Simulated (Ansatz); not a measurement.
Isolated molecules relaxed with PBE0-D4/def2-TZVP in Ansatz; ΔE leaves out vibrations. CCSD(T)/CBS is the MP2 limit (def2-TZVPP, def2-QZVPP) plus CCSD(T) − MP2 in def2-TZVPP, frozen cores. This one scheme is used for every species. DFT in def2-TZVPP. B3LYP here is the variant with VWN-RPA as its local correlation; programs differ in this. For Ge outer-core shells are correlated without core-valence functions, which leaves a few kJ/mol of doubt a bond. Scalar relativity is left out up to krypton. One conformer a species, not always the lowest.

`[CH3][Ge][NH2]` + `O[Si]O[SiH3]` → `[NH2][Ge][O][SiH3]` + `C[Si]O`  (redistribution)

| level | ΔE (kcal/mol) | difference from CCSD(T)/CBS |
| --- | --- | --- |
| LDA (SPW92) | 13.6 | -0.7 |
| BLYP-D4 | 13.0 | -1.3 |
| B97M-V | 12.7 | -1.6 |
| B3LYP-D4 | 13.7 | -0.6 |
| r2SCANh-D4 | 13.7 | -0.6 |
| CAM-B3LYP-D4 | 14.0 | -0.3 |
| ωB97X-V | 13.4 | -0.9 |
| ωB97M-V | 14.1 | -0.2 |
| PBE0 | 13.5 | -0.8 |
| r2SCAN0 | 14.1 | -0.2 |
| BHLYP | 14.5 | 0.2 |
| LC-ωPBE | 13.5 | -0.8 |
| SCS-MP2/def2-TZVPP | 14.3 | 0.0 |
| CCSD/def2-TZVPP | 14.5 | 0.2 |
| CCSD(T)/def2-TZVPP | 14.3 | 0.0 |
| MP2/def2-QZVPP | 14.6 | 0.3 |
| CCSD(T)/CBS | 14.3 | 0 |

Largest T1 diagnostic among the species: 0.014.

From PBE to PBE0 (25 % exact exchange), in def2-TZVPP and without D4, ΔE moves by +0.8 kcal/mol. At CCSD(T), def2-SVP lies −2.2 kcal/mol from the extrapolated value and def2-TZVPP +0.0 kcal/mol.
